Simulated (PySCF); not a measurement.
A compound of formula C20H15NS2 has these computed shifts in ppm, with the number of atoms in brackets (GIAO OPBE/pcSseg-1, gas phase, PySCF SCF with an in-house response code, fitting set def2-universal-JFIT, grid level 2, non-relativistic, on the GFN2-xTB geometry; 13C, 1H against isolated TMS; 15N against isolated NH3; 33S against isolated CS2).

1H: 10.26 (1), 9.00 (1), 8.97 (1), 8.84 (1), 8.79 (1), 7.67 (1), 7.65 (1), 7.42 (1), 7.37 (1), 3.20 (6)
13C: 141.2 (1), 136.5 (1), 135.3 (1), 133.9 (1), 129.3 (1), 128.0 (1), 126.4 (1), 124.7 (1), 123.7 (1), 123.6 (1), 123.5 (1), 123.2 (1), 122.6 (1), 122.3 (1), 122.1 (1), 121.4 (1), 119.4 (1), 118.8 (1), 42.0 (2)
15N: 46.8 (1)
33S: 167.8 (1), 152.9 (1)

Which structure gave them?

CN(C)c1c2cc3cc4ccsc4cc3cc2cc2ccsc12. Other isomers were not compared.
